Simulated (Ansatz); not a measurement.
The same molecule with X = F, Cl, Br. Ansatz, PBE0-D4/def2-TZVP geometries, multiplicity 1. Each molecule was computed in one conformer, which needn't be the lowest.

Scalar relativity is left out up to krypton.

| X | molecule | mean X–C bond length / Å | HOMO–LUMO gap (PBE/def2-TZVPP) / eV | HOMO–LUMO gap (PBE0/def2-TZVPP) / eV | LUMO energy (PBE0/def2-TZVPP) / eV |
| --- | --- | --- | --- | --- | --- |
| F | `OBCF` | 1.389 | 5.68 | 8.29 | -0.30 |
| Br | `OBCBr` | 1.960 | 4.70 | 6.97 | -0.87 |

Question: Give the row for X = Cl, `OBCCl`. (Estimate.)

Answer: Computed: 
| X | molecule | mean X–C bond length / Å | HOMO–LUMO gap (PBE/def2-TZVPP) / eV | HOMO–LUMO gap (PBE0/def2-TZVPP) / eV | LUMO energy (PBE0/def2-TZVPP) / eV |
| --- | --- | --- | --- | --- | --- |
| Cl | `OBCCl` | 1.791 | 5.93 | 8.35 | -0.20 |

From F to Br the mean X–C bond length rises at each step, by 0.571 Å in all; the HOMO–LUMO gap (PBE/def2-TZVPP) isn't monotonic: highest at Cl, lowest at Br; the HOMO–LUMO gap (PBE0/def2-TZVPP) isn't monotonic: highest at Cl, lowest at Br; the LUMO energy (PBE0/def2-TZVPP) isn't monotonic: highest at Cl, lowest at Br. Bonds lengthen as the atom grows down the group.

Spin–orbit coupling is left out; it splits and shifts lone-pair levels of the heavy atoms by tenths of an eV.
